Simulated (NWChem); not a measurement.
Species: SbI3; SMILES [I][Sb]([I])[I]

def2 effective core potentials on Sb, I; no spin-orbit coupling.

Problem. Give the equilibrium geometry at PBE0/def2-SVP with def2 effective core potentials on Sb, I (NWChem) as a list of bonds and angles, with the point group.

Solution. point group C3v; any orientation.
Bonded distances (Å): Sb1–I2 2.736, Sb1–I3 2.736, Sb1–I4 2.736. Angles (°): I2–Sb1–I3 100.0, I2–Sb1–I4 100.0, I3–Sb1–I4 100.0.
